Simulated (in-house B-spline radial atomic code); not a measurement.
Checks on a self-consistent run for As³⁺, [Ne] 3s1 3p6 3d10 4s2 4p1. Computed with an all-electron radial atomic-structure program (B-spline basis): Dirac-Hartree-Fock, average of configuration, Fermi nucleus of rms radius 4.0968 fm.

```tsv
orbital	q	ε (Eh)	<1/r>	<r²>	small-component weight
1s1/2	2	-441.25810	33.4741	0.00278398	0.014275
2s1/2	2	-59.69413	7.43952	0.0481894	0.0028017
2p1/2	2	-53.36090	7.37815	0.0374188	0.0027744
2p3/2	4	-52.00145	7.16698	0.0388658	0.002717
3s1/2	1	-10.14128	2.40935	0.408174	0.00065655
3p1/2	2	-7.75331	2.29071	0.424467	0.00060734
3p3/2	4	-7.55276	2.24243	0.437831	0.00059311
3d3/2	4	-3.84777	1.98082	0.503118	0.00048109
3d5/2	6	-3.81685	1.9678	0.509163	0.00047675
4s1/2	2	-1.93115	0.776012	3.30203	0.00010861
4p1/2	0.33333	-1.53419	0.672454	4.1866	8.3044e-05
4p3/2	0.66667	-1.51546	0.663538	4.28124	8.1614e-05
```

Electron-electron repulsion V_ee = 833.4840 hartree.

Q: What total energy follows from the eigenvalues?

A: The eigenvalues count the repulsion twice, so E = Σqε - V_ee = -1416.167 - 833.484 = -2249.651 hartree; the run printed -2249.651.

Q: Does the Dirac virial theorem hold?

A: For a point nucleus E = -2c²Σq·w, with w the small-component weight. Here Σq·w = 0.059898 and c = 137.0360, so the ratio E/(-2c²Σq·w) is 1.000013; the finite nucleus accounts for the departure from 1.

Q: What diamagnetic shielding (Lamb formula) and susceptibility (Langevin formula) do the radii give?

A: σ = (α²/3)Σq<1/r> = 163.161/(3·137.036²) = 2896.2 ppm, and χ = -0.79199×10⁻⁶·Σq<r²> = -15.26×10⁻⁶ cm³/mol with Σq<r²> = 19.262 bohr². Both are non-relativistic formulas without the paramagnetism of open shells.
